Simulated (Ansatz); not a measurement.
Basis-set extrapolation for AlBH$_{4}$SSi (`[BH2][Al]1[SiH2][S]1`) (PBE0-D4/def2-TZVP geometry, frozen core, Ansatz 0.2.0). Multiplicity 1, RHF reference.

```csv
,def2-TZVPP,def2-QZVPP
HF,-955.430453,-955.457943
MP2 correlation,-0.456810,-0.493334
CCSD(T) correlation,-0.535506,not run
```

Energies in hartree. Use E(X) = E(∞) + A·exp(−7.88·√X) for Hartree–Fock and E(X) = E(∞) + B·X^(−2.97) for correlation, with X = 3 and 4, and add CCSD(T) minus MP2 of the smaller set to the MP2 limit.

Q: What is the CCSD(T) energy at the basis-set limit?

A: HF limit: -955.457943 + (-0.027490) × 0.13774 = -955.46173. MP2 limit: -0.493334 + (-0.036524) × 0.74074 = -0.52039. Higher-order term: -0.535506 − (-0.456810) = -0.07870. Total: -956.06082 hartree, 2.58 eV below CCSD(T)/def2-TZVPP.
